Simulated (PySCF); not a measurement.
# Radial density of Sc (scandium, neutral)

UHF, [Ar] 3d1 4s2, 2D determinant. Computed with PySCF 2.14 in dyall-av2z, with no relativity, point nucleus.

```csv
r (bohr),4πr²ρ (e/bohr),4πr²(ρα − ρβ)
0.00149,0.1614,0.0000
0.00250,0.4381,0.0000
0.00421,1.153,0.0000
0.00708,2.894,0.0000
0.0119,6.686,-0.0001
0.0200,13.48,-0.0001
0.0337,21.69,-0.0003
0.0567,24.53,-0.0012
0.0953,19.22,-0.0036
0.160,21.14,-0.0038
0.270,25.69,0.0314
0.454,10.92,0.1733
0.763,7.998,0.4385
1.28,6.582,0.5411
2.16,1.347,0.2926
3.63,0.6363,0.0585
6.11,0.1530,-0.0066
10.3,0.003791,-0.0006
```

Q: Where is the radial spin density 4πr²(ρα − ρβ) most negative, and why is it negative at all?

A: Around r = 6.11 bohr, down to -0.0066 e/bohr: exchange with the open shell polarises the paired shells in an unrestricted calculation.
